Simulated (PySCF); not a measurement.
Coordinates in bohr (charge -1 multiplicity 3):
```
Re    0.0000    0.0000   -0.3375
S     3.8232    0.0000    1.0130
S    -3.8232    0.0000    1.0130
```

Level of theory: PySCF, UPBE0, basis Re def2-SVPD with ECP60, S def2-SVPD (scalar-relativistic core potentials, no spin–orbit coupling, density fitting).

This geometry of ReS₂⁻ is a stationary point at this level.

(1) What is the point group?

(2) Is it a minimum?

(3) Which band is strongest in the infrared?

(4) Give the atomic charges and bond orders.

## Answers

(1) C2v.

(2) Yes: all harmonic wavenumbers are real.

(3) 493 cm⁻¹ (b2), 197 km/mol.

(4) 
```csv
atom,Mulliken,Löwdin,polar tensor,spin (Mulliken),Mayer order to Re1
Re1,0.41,-0.29,0.63,2.23,–
"S2,3",-0.71,-0.35,-0.82,-0.11,1.66
```
Other Mayer orders above 0.3: S–S 0.31.

Other isomers or separated fragments may lie lower. With open d or f shells other occupations or spin states may lie lower. The lowest empty level of this anion is unbound, so it and the gap depend on the basis. Spin–orbit coupling, left out here, can matter for elements this heavy.
